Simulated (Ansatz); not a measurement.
`B[Si](O)(F)F` + HCl → `B[Si](O)(F)Cl` + H–F at 400 K and 1 bar (ligand exchange at the Si–F bond).

Gas-phase electronic energies from Ansatz, PBE0-D4/def2-TZVP geometries. CCSD(T)/CBS is the MP2 limit (def2-TZVPP, def2-QZVPP) plus CCSD(T) − MP2 in def2-TZVPP, frozen cores. This one scheme is used for every species. One conformer a species, not always the lowest.

```tsv
species	CCSD(T)/CBS energy (Eh)	H − E (kJ/mol)	S (J/(mol·K))
`B[Si](O)(F)F`	-590.59738	139.0	375.4
HCl	-460.38127	29.6	195.4
`B[Si](O)(F)Cl`	-950.56525	137.2	384.5
H–F	-100.39570	36.5	182.2
```

H − E and S are ideal-gas, rigid-rotor, harmonic terms from PBE0-D4/def2-TZVP, for one conformer and one mirror image of each species. 1 Eh = 2625.50 kJ/mol, R = 8.31446 J/(mol·K).

Q: By hand: ΔE, ΔH, ΔS and ΔG.

A: ΔE = (-950.56525) + (-100.39570) − (-590.59738) − (-460.38127) = 0.01770 Eh = 46.5 kJ/mol. Δ(H − E) = 137.2 + 36.5 − 139.0 − 29.6 = 5.1, so ΔH = 51.6 kJ/mol. ΔS = 384.5 + 182.2 − 375.4 − 195.4 = -4.1 J/(mol·K). ΔG = 51.6 − 400 × (-4.1)/1000 = 53.2 kJ/mol.

Q: By hand: the equilibrium constant, and the temperature at which ΔG would vanish if ΔH and ΔS stayed fixed.

A: log₁₀ K = −ΔG/(RT ln 10) = -6.9. ΔH and −TΔS have one sign here, so there is no such temperature.

The number of gas molecules stays the same, so ΔS is small and ΔH decides. A doubt of 5 kJ/mol in ΔE shifts log₁₀ K by 0.7 here. Other conformers and mirror images would add mixing entropy, several J/(mol·K) or more a flexible species. These are equilibria of isolated gas molecules and say nothing of rates. Largest T1 diagnostic: 0.012 (customary marks: 0.02 for closed shells, 0.045 for open ones).

ΔS is within the doubt of such terms, so its sign, and with it that verdict, could turn.
